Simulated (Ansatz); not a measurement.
Mulliken charges of CH$_{3}$B$_{2}$I, SMILES `IB1BC1` from r2SCAN/def2-TZVPP in Ansatz (PBE0-D4/def2-TZVP geometry).

| atom | x (Å) | y (Å) | z (Å) | charge (e) |
| --- | --- | --- | --- | --- |
| I1 | -2.341 | -1.789 | 0.500 | 0.020 |
| B2 | -0.612 | -0.699 | 0.057 | -0.126 |
| B3 | 0.797 | -0.408 | -0.494 | -0.120 |
| C4 | -0.123 | 0.659 | 0.267 | -0.111 |
| H5 | 1.879 | -0.384 | -0.980 | 0.063 |
| H6 | -0.454 | 1.591 | 0.716 | 0.116 |
| H7 | 0.915 | 0.963 | -0.112 | 0.157 |

Q: By hand: the dipole of these point charges (1 e Å = 4.8032 D).

A: Σ q r = (0.158, 0.340, 0.036) e Å, of length 0.377 e Å = 1.81 D.

Q: How does the dipole of the full density compare? (Best estimate.)

A: Ansatz gave: (0.351, 0.502, -0.001) e Å, 2.94 D; the point charges give 0.62 times that, at 11° from its direction.

Point charges leave out the atoms' own dipoles, such as those of lone pairs, and Mulliken's split depends on the basis, so the two needn't agree.
